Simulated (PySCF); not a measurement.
Isomers of C4H9OPSi. Method: PySCF 2.14.0, PBE0-D3(BJ)/def2-SVP geometry optimisation, gas phase. Energies are electronic, without zero-point or thermal terms, for one conformer each. No frequencies were run at this level. Point groups hold within 0.08 Å.

Question: Rank from lowest to highest electronic energy at this level (kcal/mol).
A. `[O:1]=[P@@H:2]1[CH:3]=[C:4]([SiH3:5])[CH2:6][CH2:7]1` with O1–P2–C3–C4 -133°, C3–C4–C6–C7 13°, C4–C6–C7–P2 -18°, O1–P2–C7–C6 141°
B. `[CH2:1]=[CH:2][P:3]([SiH3:4])[C:5]([CH3:6])=[O:7]` with C1–C2–P3–Si4 -80°, C2–P3–C5–C6 174°
C. `[CH2:1]=[CH:2][C@@H:3]1[C@H:4]([SiH3:5])[P@H:6]1=[O:7]` with C1–C2–C3–C4 -146°

Answer: A (0.0), B (12.2), C (31.8).

As drawn, the highest has a three-membered ring, which the lowest lacks.

| SMILES | E (Eh) | E rel (kcal/mol) | dipole (D) | point group | A, B, C (MHz) |
| --- | --- | --- | --- | --- | --- |
| O=[P@@H]1C=C([SiH3])CC1 | -863.02117 | 0.0 | 4.26 | C1 | 4305, 988.7, 850.5 |
| C=CP([SiH3])C(C)=O | -863.00175 | 12.2 | 1.65 | C1 | 2147, 1432, 1003 |
| C=C[C@@H]1[C@H]([SiH3])[P@H]1=O | -862.97049 | 31.8 | 3.21 | C1 | 1745, 1572, 899.2 |

How do the relative energies change in single points at PBE0/pcSseg-1 (no added dispersion term) on the same geometries?

```json
{"SMILES": "O=[P@@H]1C=C([SiH3])CC1", "PBE0-D3(BJ)/def2-SVP (kcal/mol)": "0.0", "PBE0/pcSseg-1 (kcal/mol)": "0.0", "shift": "0.0"}
{"SMILES": "C=CP([SiH3])C(C)=O", "PBE0-D3(BJ)/def2-SVP (kcal/mol)": "12.2", "PBE0/pcSseg-1 (kcal/mol)": "14.8", "shift": "+2.6"}
{"SMILES": "C=C[C@@H]1[C@H]([SiH3])[P@H]1=O", "PBE0-D3(BJ)/def2-SVP (kcal/mol)": "31.8", "PBE0/pcSseg-1 (kcal/mol)": "32.0", "shift": "+0.2"}
```

Each column counts from its own lowest isomer. The order is unchanged; the largest shift is 2.6 kcal/mol.
